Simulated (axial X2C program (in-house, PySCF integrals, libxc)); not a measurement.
# Which molecule has these constants?

Calculated with an in-house all-electron X2C program for linear molecules (integrals from PySCF), spin-free (one-electron X2C) or two-component (2c: spin–orbit coupling with atomic mean-field Coulomb and Gaunt terms, which also bring small scalar terms), in Dyall basis sets with cores contracted in-house; open shells are unrestricted.

A two-component CCSD(T) calculation in a Dyall 3-zeta basis gave Re = 1.587 Å, ωe = 1883.7 cm⁻¹, Ω = 1/2.

**Question.** Which molecule is it?
A. GaH
B. CaH
C. CuH
D. GeH
E. SeH

**Answer.** D. The others have CaH 2.016 Å and 1286.5 cm⁻¹ (Ω = 1/2); SeH 1.470 Å and 2405.9 cm⁻¹ (Ω = 3/2); CuH 1.448 Å and 1984.9 cm⁻¹ (Ω = 0); GaH 1.661 Å and 1606.9 cm⁻¹ (Ω = 0).

Frozen shells (counts by l): GeH Ge 3s2p, H none, 15 electrons correlated; CaH Ca 2s1p, H none, 11 electrons correlated; SeH Se 3s2p1d, H none, 7 electrons correlated; CuH Cu 3s2p, H none, 12 electrons correlated; GaH Ga 3s2p, H none, 14 electrons correlated. Coupled cluster in natural virtuals with an MP2 remainder. Where the outer core of a metal is frozen, bonds come out longer and ionisation energies lower.

Each entry is the lowest single determinant of a limited PBE0 search at one distance. De goes to single-determinant-based atoms at the same level (for ions the charge split of lowest energy) and is withheld (n/a) where an atom does not fit its ground term or J level. Main or longest-lived isotopes. One determinant is a doubtful description, or other states lie close, for CuH; these need not be ground states, and all values refer to the states named.
